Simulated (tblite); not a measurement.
C4H9ClO3Si.
Structure used (GFN2-xTB), in Å, numbered top down from 1:
```
atom  x, y, z in Å
C1    -3.0969   -0.7884   -0.8192
C2    -2.5729   -0.4257    0.5620
O3    -1.1906   -0.7682    0.7065
C4    -0.3120    0.0844    0.2003
O5    -0.5678    1.1262   -0.3320
O6     0.9124   -0.3755    0.3881
Si7    2.2860    0.3551   -0.1987
C8     3.6399   -0.6961    0.5972
Cl9    2.2859    0.1827   -2.1935
H10   -2.9442   -1.8469   -1.0146
H11   -2.5758   -0.2088   -1.5769
H12   -4.1585   -0.5648   -0.8741
H13   -2.6939    0.6467    0.7446
H14   -3.0797   -0.9976    1.3414
H15    2.2922    1.7600    0.1793
H16    4.6205   -0.3530    0.2860
H17    3.5488   -1.7410    0.3115
H18    3.5979   -0.6474    1.6805
```

Computed values, GFN2-xTB/tblite, gas phase, harmonic and unscaled. Against measured fundamentals such values can be off by several per cent, at times by over 20. Modes of hydrogen on silicon can be 10 to 20 % off. One conformer, not necessarily the lowest.

Harmonic wavenumbers (cm⁻¹): 32.9, 35.0, 59.6, 83.1, 97.1, 115.3, 150.3, 194.0, 215.9, 229.6, 286.1, 355.1, 459.9, 514.7, 629.7, 645.7, 690.2, 731.0, 765.3, 780.9, 823.8, 827.7, 851.5, 919.5, 1021.3, 1093.3, 1116.6, 1163.4, 1209.6, 1260.4, 1323.6, 1374.3, 1398.4, 1437.5, 1464.8, 1471.8, 1477.2, 1487.9, 1794.4, 2319.9, 2947.3, 2983.5, 3032.6, 3047.3, 3052.4, 3053.5, 3054.2, 3065.3.

A = 2247, B = 600.1, C = 525.2 MHz; mass 168.001 u (most abundant isotopes); point group C1, symmetry number 1.

Q: What is the zero-point energy?

A: Half the sum of the wavenumbers: 28572 cm⁻¹ = 341.80 kJ/mol.

Q: Entropy at 273.15 K, 1 bar (ideal gas, RRHO, classical rotation)?

A: Translation 170.94, rotation 126.51, vibration 162.99: S = 460.4 J/(mol K).

Q: And Cp and H(273.15 K) − H(0)?

A: Cp = 167.88 J/(mol K), of which vibrations give 134.62 (their classical limit is 48 R = 399.1); H(273.15 K) − H(0) = 30.30 kJ/mol without the zero-point energy, 21.22 from vibrations.

Q: How do the functions run with temperature in this model?

A: 
```json
{"T (K)": "100", "S (J/(mol K))": "330.6", "Cp (J/(mol K))": "101.0", "H − H(0) (kJ/mol)": "6.99", "G − H(0) (kJ/mol)": "-26.07", "ln q(vib)": "3.60"}
{"T (K)": "200", "S (J/(mol K))": "412.7", "Cp (J/(mol K))": "139.7", "H − H(0) (kJ/mol)": "19.06", "G − H(0) (kJ/mol)": "-63.49", "ln q(vib)": "7.65"}
{"T (K)": "300", "S (J/(mol K))": "476.7", "Cp (J/(mol K))": "178.2", "H − H(0) (kJ/mol)": "34.95", "G − H(0) (kJ/mol)": "-108.05", "ln q(vib)": "11.17"}
{"T (K)": "500", "S (J/(mol K))": "584.1", "Cp (J/(mol K))": "244.6", "H − H(0) (kJ/mol)": "77.58", "G − H(0) (kJ/mol)": "-214.46", "ln q(vib)": "17.40"}
{"T (K)": "800", "S (J/(mol K))": "714.2", "Cp (J/(mol K))": "308.3", "H − H(0) (kJ/mol)": "161.37", "G − H(0) (kJ/mol)": "-409.98", "ln q(vib)": "25.56"}
{"T (K)": "1000", "S (J/(mol K))": "786.1", "Cp (J/(mol K))": "335.9", "H − H(0) (kJ/mol)": "225.93", "G − H(0) (kJ/mol)": "-560.17", "ln q(vib)": "30.41"}
```

q(vib) and H(0) count from the zero-point level.

Q: Which modes carry the vibrational entropy at 273.15 K?

A: 32.9 cm⁻¹: 22.90; 35.0 cm⁻¹: 22.38; 59.6 cm⁻¹: 17.98; 83.1 cm⁻¹: 15.25; 97.1 cm⁻¹: 13.98; 115.3 cm⁻¹: 12.59 J/(mol K); the other 42 give 57.91 together.

Q: What must be added to the electronic energy to get the Gibbs energy at 273.15 K and 1 bar?

A: ZPE + [H(273.15 K) − H(0)] − T·S = 341.80 + 30.30 − 125.77 = 246.33 kJ/mol.

Hindered rotation and anharmonicity are outside this model. Other conformers, if any are populated, would add a mixing term that is left out. The structure is chiral; the term R ln 2 for an equal mix with its mirror image is left out.
